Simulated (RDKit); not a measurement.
RDKit input (UFF):

```python
from rdkit import Chem
from rdkit.Chem import AllChem, rdDetermineBonds

mol = Chem.MolFromXYZFile('mol.xyz')
rdDetermineBonds.DetermineBonds(mol, charge=-1)
print('SMILES', Chem.MolToSmiles(Chem.RemoveHs(mol)))
ff = AllChem.UFFGetMoleculeForceField(mol)
e0 = ff.CalcEnergy()
flag = ff.Minimize(maxIts=5000, forceTol=1e-5)
print(f'energy {e0:.4f} -> {ff.CalcEnergy():.4f} kcal/mol, converged: {flag == 0}')
print(Chem.MolToXYZBlock(mol))
```
mol.xyz:
```
7

O     -0.25914300     1.46760200     0.78718500
B     -0.29311300     0.21686700     0.14712800
O     -1.62528800    -0.27432000     0.05520400
P      1.14375900    -0.75926900    -0.52931800
H     -1.16423000     1.70727700     1.02004300
H     -1.60864300    -1.12762500    -0.38628400
H      2.15751300     0.17878100    -0.16875200
```

Output:

```
[02:19:12] UFFTYPER: Warning: hybridization set to SP3 for atom 3
SMILES O[B-](O)=P
energy 42.8539 -> -0.2754 kcal/mol, converged: True
7

O     -0.376499    0.832911    1.369657
B     -0.422511    0.061360    0.130404
O     -1.511195   -0.884408   -0.100705
P      0.827819    0.270542   -1.078600
H     -0.889842    1.656882    1.172576
H     -1.186851   -1.739712    0.279506
H      1.909933    1.211738   -0.847632
```

The dipole moment of an ion depends on the origin.

The geometry given is a B3LYP-D3(BJ)/def2-TZVP minimum.
